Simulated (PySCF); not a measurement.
SiH2Cl2, SMILES [SiH2](Cl)Cl. Atoms are numbered in the order given.

```xyz
5

Si     0.0000     0.0000     0.7664
Cl     1.6824     0.0000    -0.4085
Cl    -1.6824     0.0000    -0.4085
H      0.0000    -1.2244     1.5799
H      0.0000     1.2244     1.5799
```

Coordinates come from a B3LYP-D3(BJ)/def2-TZVP optimisation. The isomer is the one that the SMILES or the coordinates give; other isomers of the formula were not compared.

The numbers are results of TDA-B3LYP/def2-SVPD (PySCF), not measurements.

Vertical excitations. Gas-phase values at a fixed geometry. State labels are in the subgroup C2v.

```json
[
 {"state": "S1", "symmetry": "B2", "energy (eV)": "7.23", "λ (nm)": "171", "f": "0.015", "main pairs": "HOMO→LUMO 98 %"},
 {"state": "S2", "symmetry": "A2", "energy (eV)": "7.47", "λ (nm)": "166", "f": "0.000", "main pairs": "HOMO→LUMO+1 98 %"},
 {"state": "S3", "symmetry": "B1", "energy (eV)": "7.69", "λ (nm)": "161", "f": "0.032", "main pairs": "HOMO−1→LUMO 85 %"},
 {"state": "S4", "symmetry": "A2", "energy (eV)": "7.79", "λ (nm)": "159", "f": "0.000", "main pairs": "HOMO−2→LUMO 98 %"},
 {"state": "S5", "symmetry": "A1", "energy (eV)": "7.89", "λ (nm)": "157", "f": "0.026", "main pairs": "HOMO−1→LUMO+1 96 %"},
 {"state": "S6", "symmetry": "A1", "energy (eV)": "8.02", "λ (nm)": "155", "f": "0.023", "main pairs": "HOMO−3→LUMO 98 %"},
 {"state": "S7", "symmetry": "B2", "energy (eV)": "8.09", "λ (nm)": "153", "f": "0.004", "main pairs": "HOMO−2→LUMO+1 61 %, HOMO→LUMO+2 38 %"},
 {"state": "S8", "symmetry": "B2", "energy (eV)": "8.13", "λ (nm)": "153", "f": "0.025", "main pairs": "HOMO→LUMO+2 61 %, HOMO−2→LUMO+1 38 %"},
 {"state": "S9", "symmetry": "B1", "energy (eV)": "8.37", "λ (nm)": "148", "f": "0.003", "main pairs": "HOMO−1→LUMO+2 88 %"},
 {"state": "S10", "symmetry": "B1", "energy (eV)": "8.45", "λ (nm)": "147", "f": "0.099", "main pairs": "HOMO−3→LUMO+1 69 %"},
 {"state": "T1", "symmetry": "B2", "energy (eV)": "6.90", "λ (nm)": "180", "f": "0", "main pairs": "HOMO→LUMO 96 %"},
 {"state": "T2", "symmetry": "A2", "energy (eV)": "7.10", "λ (nm)": "175", "f": "0", "main pairs": "HOMO→LUMO+1 86 %"},
 {"state": "T3", "symmetry": "B1", "energy (eV)": "7.13", "λ (nm)": "174", "f": "0", "main pairs": "HOMO−1→LUMO 95 %"},
 {"state": "T4", "symmetry": "A1", "energy (eV)": "7.46", "λ (nm)": "166", "f": "0", "main pairs": "HOMO−1→LUMO+1 57 %, HOMO−3→LUMO 40 %"}
]
```
Triplets are in the Tamm–Dancoff approximation.
